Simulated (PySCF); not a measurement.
Species: C6H12N2Si2.
SMILES: `c1ccn([C@@H]2C[SiH2]N[SiH2]2)c1`

Method used: TDDFT PBE0/def2-SVPD, vertical, gas phase, core orbitals frozen in the response in PySCF 2.14.0, density-fitted response routines. Isolated species at its PBE0-D3(BJ)/def2-SVP geometry (one conformer only).

A / s⁻¹ = 0.6670 f (ν̃ / cm⁻¹)² and τ = 1/A in vacuum; |μ| follows from f = (2/3) ΔE |μ|² (atomic units, 1 au = 2.5417 D); ∫σ dE = 109.76 f Mb·eV.

Only emission to the ground state at the vertical energy is counted.

Energies and rates of the computed singlets with f of 0.002 or more:

```csv
state,ν̃ (cm⁻¹),A (s⁻¹)
S1,42160,1.05×10⁷
S3,46110,2.91×10⁷
S4,48630,1.77×10⁷
S5,48880,5.68×10⁷
S6,49250,9.27×10⁶
S7,50050,4.98×10⁷
S8,50800,3.48×10⁷
S9,51090,6.36×10⁷
S10,51490,2.36×10⁷
```

Question: Go back from the rates to the oscillator strengths and transition dipoles.

Answer: f = A / (0.6670 ν̃²), and |μ| follows from f:

```csv
state,f,|μ| (D),τ,"main configurations (H = HOMO, L = LUMO)"
S1,0.0089,0.67,95 ns,H→L (94%)
S3,0.021,0.97,34 ns,H-1→L (94%)
S4,0.011,0.70,56 ns,"H-1→L+1 (68%), H→L+2 (24%)"
S5,0.036,1.25,18 ns,"H→L+2 (66%), H-1→L+1 (26%)"
S6,0.0057,0.50,110 ns,H-2→L (95%)
S7,0.030,1.13,20 ns,H→L+3 (64%)
S8,0.020,0.92,29 ns,"H→L+5 (38%), H→L+4 (20%), H-1→L+2 (15%)"
S9,0.036,1.23,16 ns,"H-1→L+2 (28%), H→L+5 (27%), H-1→L+3 (12%)"
S10,0.013,0.74,42 ns,"H→L+6 (60%), H→L+3 (17%), H→L+4 (12%)"
```

Question: Suppose S1 emitted 0.3 eV lower with the same transition dipole. How would A change?

Answer: At fixed |μ|, A goes as the cube of the energy: (4.93/5.23)³ = 0.84, which makes τ about 110 ns.

Question: How much energy does a mole of photons resonant with S9 carry?

Answer: 6.335 eV × 96.485 = 611 kJ/mol (146 kcal/mol).

Question: By what factor does the largest A in the list exceed the smallest?

Answer: S9 has 6.9 times the rate of S6.

All these states lie below the vertical ionisation energy of 7.89 eV (ΔSCF).
